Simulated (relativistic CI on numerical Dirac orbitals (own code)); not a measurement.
One change at a time: Ge⁷⁺

Base calculation: Dirac-Coulomb-Breit CI, KLI orbitals optimised for each configuration, a model potential for QED, unscaled Slater integrals.

CI space (outside the closed core [Ne]): 3s2 3p6 3d7, 3s2 3p5 3d8, 3s2 3p6 3d6 4s, 3s2 3p6 3d6 4p, 3s2 3p4 3d9, 3s 3p6 3d8, 3s2 3p6 3d5 4s2, 3s2 3p6 3d6 4d, 3s2 3p6 3d5 4s 4p, 3s2 3p6 3d5 4p2, 3s2 3p6 3d6 5s, 3s2 3p6 3d6 4f, 3s2 3p6 3d6 5p, 3p6 3d9, 3s2 3p6 3d6 5d, 3s2 3p5 3d7 4s. Levels of other configurations are missing.

Variants: (1) P86 correlation estimate; (2) only the first 3 configurations; (3) only the first configuration. Shifts of the energy above 3s2 3p6 3d7 4F_9/2, in cm⁻¹, for the lowest level and the first level of each name with at least 55 % of one term (blank where a level changes its place among those of its configuration and J or its character, or is not in the variant):

| Level | Base | Δ(1) | Δ(2) | Δ(3) |
| --- | --- | --- | --- | --- |
| 3s2 3p6 3d7 4F_9/2 | 0.0 | 0.0 | 0.0 | 0.0 |
| 3s2 3p6 3d7 4F_7/2 | 3444.4 | +0.1 | -0.3 | -0.6 |
| 3s2 3p6 3d7 4F_5/2 | 5768.6 | +0.2 | +36.4 | +36.2 |
| 3s2 3p6 3d7 4F_3/2 | 7291.7 | +0.2 | +71.4 | +71.4 |
| 3s2 3p6 3d7 4P_3/2 | 29936.9 | +8.5 | +3502.3 | +3556.7 |
| 3s2 3p6 3d7 4P_5/2 | 30257.1 | +9.2 | +2807.5 | +2865.4 |
| 3s2 3p6 3d7 4P_1/2 | 32352.3 | +8.9 | +3039.1 | +3095.5 |
| 3s2 3p6 3d7 2G_9/2 | 32600.8 | -1.4 | +521.1 | +544.6 |
| 3s2 3p6 3d7 2G_7/2 | 35806.3 | -1.3 | +646.1 | +672.0 |
| 3s2 3p6 3d7 2P_3/2 | 38009.3 | +7.1 | +5833.7 | +5876.4 |
| 3s2 3p6 3d7 2P_1/2 | 40757.2 | +6.8 | +6559.6 | +6591.7 |
| 3s2 3p6 3d7 2D_5/2 | 42586.9 | +6.5 | +5479.0 | +5544.4 |
| 3s2 3p6 3d7 2H_11/2 | 45512.3 | -2.9 | -1545.7 | -1555.9 |
| 3s2 3p6 3d7 2D_3/2 | 48143.8 | +6.3 | +5507.8 | +5569.8 |

At this charge configurations can still be misplaced by up to about 7 % of their energy. Terms inside the open d or f shell come out 10 to 20 % too wide with unscaled integrals.

Ionisation energy from the two ground configurations alone: base 174.973 eV; P86 correlation estimate 176.574 eV. The NIST ASD value (theoretical) is 176.4 eV.
